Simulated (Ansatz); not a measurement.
Start from `ClBCl` and change one atom or group to get `NB(Cl)Cl`.

Ansatz, PBE0-D4/def2-TZVP geometries, multiplicity 1. Each molecule was computed in one conformer, which needn't be the lowest.

```tsv
property	`ClBCl`
HOMO–LUMO gap (B3LYP/def2-TZVPP) / eV	7.08
vertical ionisation energy (CCSD(T)/CBS(def2)) / eV	12.16
HOMO energy (ωB97M-V/def2-TZVPP) / eV	-11.51
LUMO energy (PBE/def2-TZVPP) / eV	-2.69
HOMO–LUMO gap (ωB97M-V/def2-TZVPP) / eV	11.88
LUMO energy (B3LYP/def2-TZVPP) / eV	-1.92
```

(1) What does the change do to each property? (Estimate.)

Results:

(1) Computed: 
| property | `NB(Cl)Cl` | shift |
| --- | --- | --- |
| HOMO–LUMO gap (B3LYP/def2-TZVPP) / eV | 8.29 | 1.21 |
| vertical ionisation energy (CCSD(T)/CBS(def2)) / eV | 11.17 | -0.99 |
| HOMO energy (ωB97M-V/def2-TZVPP) / eV | -10.88 | 0.63 |
| LUMO energy (PBE/def2-TZVPP) / eV | -0.82 | 1.87 |
| HOMO–LUMO gap (ωB97M-V/def2-TZVPP) / eV | 12.96 | 1.08 |
| LUMO energy (B3LYP/def2-TZVPP) / eV | -0.02 | 1.90 |

With PBE0 the HOMO rises by 0.68 eV and the LUMO rises by 1.90 eV, so the gap widens by about 1.22 eV. PBE moves the HOMO by 0.67 eV and ωB97M-V by 0.63 eV. The zero-point energy changes by 50.4 kJ/mol with +6 modes.

B3LYP here is the variant with VWN-RPA as its local correlation; programs differ in this.
